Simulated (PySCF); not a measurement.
BH7N2OSi.
Structure used (PBE0-D3(BJ)/def2-SVP), in Å, numbered top down from 1:
```xyz
12
BH7N2OSi angstrom
N     -1.7370    0.7564    0.9889
B     -0.7308    0.0537    0.2823
N     -0.9993   -1.1296   -0.4562
O      0.5525    0.5822    0.3301
Si     1.9966    0.2897   -0.4119
H     -1.5130    1.5924    1.5077
H     -2.6958    0.4562    1.0704
H     -1.9110   -1.5586   -0.5041
H     -0.2747   -1.6686   -0.9063
H      3.0970    0.5739    0.5528
H      2.1036   -1.1405   -0.8516
H      2.1631    1.1613   -1.6135
```

Computed with PySCF, PBE0-D3(BJ)/def2-SVP geometry optimisation, gas phase.

Masses are those of the commonest isotopes; rigid-rotor values at the optimised geometry. The values belong to one conformer with, in the numbering `[NH2:1][B:2]([NH2:3])[O:4][SiH3:5]`, N1–B2–O4–Si5 -172°.

Q: Give the principal moments of inertia and the rotational constants in GHz.

A: Ia = 61.82, Ib = 222.98, Ic = 278.58 u·Å²; 505379 MHz·u·Å²/I gives 8175, 2267 and 1814 MHz, that is A = 8.1752, B = 2.2665, C = 1.8141 GHz.

Q: Classify the top.

A: An asymmetric top; Ray's κ = -0.858.

Q: What does the inertial defect say?

A: Not planar: Δ = Ic − Ia − Ib = -6.21 u·Å². For a rigid frame Δ = −2 Σ m c², so Σ m c² = 3.11 u·Å² lies off the ab plane: 2.99 from hydrogen and 0.12 from heavier atoms. The atom farthest from that plane is 1.42 Å away.

Q: Where do the levels up to J = 3 lie, in K?

A: Above 0(0,0), as E/k:
J = 1: 1(0,1) 0.196, 1(1,1) 0.479, 1(1,0) 0.501
J = 2: 2(0,2) 0.586, 2(1,2) 0.849, 2(1,1) 0.915, 2(2,1) 1.765, 2(2,0) 1.766
J = 3: 3(0,3) 1.169, 3(1,3) 1.404, 3(1,2) 1.534, 3(2,2) 2.353, 3(2,1) 2.359, 3(3,1) 3.826, 3(3,0) 3.826
Those of J = 1 are B + C, A + C and A + B.

Q: Which types of transition are allowed, and where do some lines up to J = 2 fall?

A: The dipole components are |μa| = 1.49 D, |μb| = 0.93 D, |μc| = 0.07 D. Intensities carry the squares of the components, which stand as 1.00 : 0.39 : 0.00 (a : b : c). Some lines, for components of 0.1 D or more:

```json
{"type": "a", "branch": "Q", "J(Ka,Kc)": "1(1,0) ← 1(1,1)", "MHz": "452", "lower level (cm⁻¹)": "0.333"}
{"type": "a", "branch": "Q", "J(Ka,Kc)": "2(1,1) ← 2(1,2)", "MHz": "1357", "lower level (cm⁻¹)": "0.590"}
{"type": "b", "branch": "R", "J(Ka,Kc)": "2(0,2) ← 1(1,1)", "MHz": "2228", "lower level (cm⁻¹)": "0.333"}
{"type": "a", "branch": "R", "J(Ka,Kc)": "1(0,1) ← 0(0,0)", "MHz": "4081", "lower level (cm⁻¹)": "0.000"}
{"type": "b", "branch": "Q", "J(Ka,Kc)": "1(1,0) ← 1(0,1)", "MHz": "6361", "lower level (cm⁻¹)": "0.136"}
{"type": "b", "branch": "Q", "J(Ka,Kc)": "2(1,1) ← 2(0,2)", "MHz": "6838", "lower level (cm⁻¹)": "0.408"}
{"type": "a", "branch": "R", "J(Ka,Kc)": "2(1,2) ← 1(1,1)", "MHz": "7709", "lower level (cm⁻¹)": "0.333"}
{"type": "a", "branch": "R", "J(Ka,Kc)": "2(0,2) ← 1(0,1)", "MHz": "8136", "lower level (cm⁻¹)": "0.136"}
{"type": "a", "branch": "R", "J(Ka,Kc)": "2(1,1) ← 1(1,0)", "MHz": "8614", "lower level (cm⁻¹)": "0.348"}
{"type": "b", "branch": "R", "J(Ka,Kc)": "1(1,1) ← 0(0,0)", "MHz": "9989", "lower level (cm⁻¹)": "0.000"}
{"type": "b", "branch": "R", "J(Ka,Kc)": "2(1,2) ← 1(0,1)", "MHz": "13618", "lower level (cm⁻¹)": "0.136"}
{"type": "b", "branch": "Q", "J(Ka,Kc)": "2(2,0) ← 2(1,1)", "MHz": "17751", "lower level (cm⁻¹)": "0.636"}
{"type": "b", "branch": "Q", "J(Ka,Kc)": "2(2,1) ← 2(1,2)", "MHz": "19083", "lower level (cm⁻¹)": "0.590"}
{"type": "b", "branch": "R", "J(Ka,Kc)": "2(2,1) ← 1(1,0)", "MHz": "26340", "lower level (cm⁻¹)": "0.348"}
{"type": "b", "branch": "R", "J(Ka,Kc)": "2(2,0) ← 1(1,1)", "MHz": "26817", "lower level (cm⁻¹)": "0.333"}
```

Stationary, but not proved a minimum. No vibrational averaging or centrifugal distortion is included, and the geometry carries the error of its method. A rigid rotor knows nothing of internal rotation, which can split or shift real lines. Quadrupole hyperfine structure (11B, 14N) is left out.
